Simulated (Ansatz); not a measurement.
# Ligand exchange: Sn(CH3)3Br + GaH2(CH3) → Sn(CH3)4 + GaH2Br

Gas-phase species: Sn(CH3)3Br (trimethyltin bromide), singlet; GaH2(CH3), singlet; Sn(CH3)4, singlet; GaH2Br `[GaH2][Br]`, singlet. The partners trade Br for CH3: Sn–Br and Ga–CH3 bonds give way to Sn–CH3 and Ga–Br.

Shapes, held fixed at every level: PBE0-D4/def2-TZVP. Programs: Ansatz 0.2.0. Electronic energies: no zero-point or thermal term.

```tsv
level	kind	ΔE (kJ/mol)	less CCSD(T)/def2-TZVPP
HF/def2-TZVPP	Hartree–Fock	-5.9	+5.2
PBE-D4/def2-TZVPP	GGA	-4.6	+6.5
B3LYP-D4/def2-TZVPP	global hybrid	-3.9	+7.2
BHLYP-D4/def2-TZVPP	global hybrid	-3.9	+7.2
PBE0-D4/def2-TZVPP	global hybrid	-4.9	+6.2
wB97M-V/def2-TZVPP	range-separated hybrid	-5.2	+5.9
MP2/def2-SVP	perturbation theory	-7.5	+3.6
CCSD(T)/def2-TZVPP	coupled cluster or CI	-11.1	0.0
```

The highest level, CCSD(T)/def2-TZVPP, gives ΔE = -11.1 kJ/mol; the levels span -11.1 to -3.9. The column of differences is taken from that level and isn't an error. No measured value is set beside it here. For atoms past krypton def2 sets carry core potentials with scalar relativity. Relativity is left out for Br, Ga. Outer-core shells of Br, Ga, Sn are correlated, in sets that cover them unevenly. CCSD(T)/def2-TZVPP lies outside the range of the other correlated levels here, so it shouldn't be taken on trust.
